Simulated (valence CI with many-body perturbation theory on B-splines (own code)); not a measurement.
**Sc8+: calculated level list**

Computed by valence CI with perturbative core correlation (CI+MBPT): three valence electrons over a frozen Dirac-Fock core [Ne], radial functions for each j: 11 s, 11 p, 10 d, 8 f, 5 g, 2 h, with the one-electron correlation potential Σ1 (screened to all orders), the two-electron term Σ2, the three-electron term Σ3, Breit, model QED; selected single and double excitations, second order for the rest, scaled by the run's own slope (own B-spline code, finite nucleus).

No measured spectrum was set against this ion. As an estimate, levels of excited configurations hold to 0.05 to 0.15 % of their energy, terms of the ground configuration to about 0.5 %.

Levels 91 to 135 of 177, with energies above the lowest level, 3s2 3p 2P°_1/2. "Leading %" is the weight of the configuration and term that name the level; weights of strongly mixed levels are sums over their largest components and can fall short. In the jj column 3d3/2^4 stands for four electrons in 3d with j = 3/2. Lifetimes count E1, E2, E3, M1 and M2 decay at the calculated energies, and are blank where another channel may lead or the interval is too uncertain; long ones can be off by a factor of two.

| No. | Configuration | Term | J | E (cm⁻¹) | Leading % | Lifetime | Leading jj |
| --- | --- | --- | --- | --- | --- | --- | --- |
| 91 | 3s 3d2 | 2S | 1/2 | 842710 | 84 | 19.2 ps | 3s 3d5/2^2 (49 %) |
| 92 | 3s 3p 4s | 2P° | 3/2 | 844810 | 95 | 16.0 ps | 3s 3p3/2 4s (87 %) |
| 93 | 3s 3d2 | 2P | 1/2 | 849010 | 69 | 16.7 ps | 3s 3d3/2 3d5/2 (46 %) |
| 94 | 3s 3d2 | 2P | 3/2 | 849450 | 69 | 16.8 ps | 3s 3d3/2 3d5/2 (40 %) |
| 95 | 3s2 4f | 2F° | 5/2 | 889520 | 95 | 7.19 ps | 3s^2 4f5/2 (95 %) |
| 96 | 3s2 4f | 2F° | 7/2 | 889580 | 95 | 7.20 ps | 3s^2 4f7/2 (95 %) |
| 97 | 3s 3p 4p | 2P | 1/2 | 891490 | 49 | 28.4 ps | 3s 3p1/2 4p1/2 (84 %) |
| 98 | 3s 3p 4p | 2P | 3/2 | 893280 | 50 | 28.3 ps | 3s 3p1/2 4p1/2 (58 %) |
| 99 | 3s 3p 4p | 4D | 1/2 | 895250 | 50 | 28.9 ps | 3s 3p1/2 4p3/2 (41 %) |
| 100 | 3s 3p 4p | 4D | 3/2 | 895890 | 51 | 30.2 ps | 3s 3p1/2 4p3/2 (45 %) |
| 101 | 3s 3p 4p | 4D | 5/2 | 896880 | 97 | 51.9 ps | 3s 3p1/2 4p3/2 (46 %) |
| 102 | 3p 3d2 | 4G° | 5/2 | 898710 | 99 | 145 ps | 3p1/2 3d3/2^2 (55 %) |
| 103 | 3p 3d2 | 4G° | 7/2 | 900090 | 99 | 145 ps | 3p1/2 3d3/2 3d5/2 (59 %) |
| 104 | 3s 3p 4p | 4D | 7/2 | 900220 | 98 | 51.6 ps | 3s 3p3/2 4p3/2 (98 %) |
| 105 | 3p 3d2 | 4G° | 9/2 | 901890 | 99 | 143 ps | 3p3/2 3d3/2 3d5/2 (64 %) |
| 106 | 3s 3p 4p | 4P | 1/2 | 903430 | 97 | 77.0 ps | 3s 3p1/2 4p1/2 (50 %) |
| 107 | 3p 3d2 | 4G° | 11/2 | 904130 | 99 | 142 ps | 3p3/2 3d5/2^2 (79 %) |
| 108 | 3s 3p 4p | 4P | 3/2 | 904590 | 87 | 71.9 ps | 3s 3p1/2 4p3/2 (54 %) |
| 109 | 3s 3p 4s | 2P° | 1/2 | 906280 | 94 | 13.6 ps | 3s 3p3/2 4s (63 %) |
| 110 | 3s 3p 4s | 2P° | 3/2 | 906620 | 94 | 14.1 ps | 3s 3p3/2 4s (67 %) |
| 111 | 3s 3p 4p | 4P | 5/2 | 907130 | 95 | 73.3 ps | 3s 3p3/2 4p3/2 (52 %) |
| 112 | 3s 3p 4p | 4S | 3/2 | 909390 | 88 | 55.8 ps | 3s 3p3/2 4p1/2 (47 %) |
| 113 | 3s 3p 4p | 2D | 3/2 | 912360 | 94 | 20.3 ps | 3s 3p1/2 4p3/2 (53 %) |
| 114 | 3s 3p 4p | 2D | 5/2 | 915730 | 94 | 20.5 ps | 3s 3p3/2 4p3/2 (57 %) |
| 115 | 3p 3d2 | 2F° | 5/2 | 917980 | 88 | 83.2 ps | 3p1/2 3d3/2^2 (36 %) |
| 116 | 3p 3d2 | 2F° | 7/2 | 920760 | 97 | 83.3 ps | 3p3/2 3d5/2^2 (36 %) |
| 117 | 3p 3d2 | 2D° | 3/2 | 923130 | 96 | 59.1 ps | 3p1/2 3d3/2 3d5/2 (38 %) |
| 118 | 3p 3d2 | 2D° | 5/2 | 924310 | 87 | 61.1 ps | 3p3/2 3d5/2^2 (55 %) |
| 119 | 3s 3p 4p | 2S | 1/2 | 931670 | 95 | 22.0 ps | 3s 3p3/2 4p3/2 (59 %) |
| 120 | 3p 3d2 | 4D° | 1/2 | 933890 | 99 | 60.8 ps | 3p1/2 3d3/2 3d5/2 (27 %) |
| 121 | 3p 3d2 | 4D° | 3/2 | 934720 | 96 | 60.9 ps | 3p1/2 3d3/2 3d5/2 (47 %) |
| 122 | 3p 3d2 | 4D° | 5/2 | 935890 | 94 | 60.5 ps | 3p3/2 3d3/2 3d5/2 (51 %) |
| 123 | 3p 3d2 | 2S° | 1/2 | 936830 | 93 | 31.6 ps | 3p1/2 3d3/2 3d5/2 (38 %) |
| 124 | 3p 3d2 | 4D° | 7/2 | 937100 | 95 | 59.6 ps | 3p3/2 3d5/2^2 (43 %) |
| 125 | 3p 3d2 | 2G° | 9/2 | 940780 | 69 | 42.1 ps | 3p1/2 3d3/2 3d5/2 (49 %) |
| 126 | 3p 3d2 | 4F° | 3/2 | 940980 | 98 | 28.4 ps | 3p1/2 3d3/2^2 (33 %) |
| 127 | 3p 3d2 | 2G° | 7/2 | 941200 | 71 | 41.3 ps | 3p3/2 3d3/2 3d5/2 (45 %) |
| 128 | 3p 3d2 | 4F° | 5/2 | 941430 | 97 | 28.7 ps | 3p1/2 3d3/2 3d5/2 (36 %) |
| 129 | 3p 3d2 | 4F° | 7/2 | 942460 | 69 | 32.9 ps | 3p3/2 3d3/2 3d5/2 (67 %) |
| 130 | 3p 3d2 | 4F° | 9/2 | 943390 | 73 | 33.1 ps | 3p3/2 3d5/2^2 (78 %) |
| 131 | 3p 3d2 | 4P° | 1/2 | 947670 | 92 | 43.5 ps | 3p3/2 3d3/2 3d5/2 (47 %) |
| 132 | 3p 3d2 | 4P° | 3/2 | 947890 | 98 | 44.9 ps | 3p3/2 3d3/2 3d5/2 (22 %) |
| 133 | 3p 3d2 | 4P° | 5/2 | 949790 | 98 | 44.6 ps | 3p3/2 3d3/2 3d5/2 (58 %) |
| 134 | 3p 3d2 | 2H° | 9/2 | 951730 | 92 | 110 ps | 3p1/2 3d3/2 3d5/2 (38 %) |
| 135 | 3p 3d2 | 2H° | 11/2 | 955470 | 98 | 117 ps | 3p3/2 3d3/2 3d5/2 (78 %) |

Names give the largest LS component (configuration and term), which can be under half, so a name can repeat, a term be missing and a line seem to break the LS rules; names also repeat where a configuration has a term twice.

Where two levels of one J and parity lie close, their mixing, g and order are uncertain.
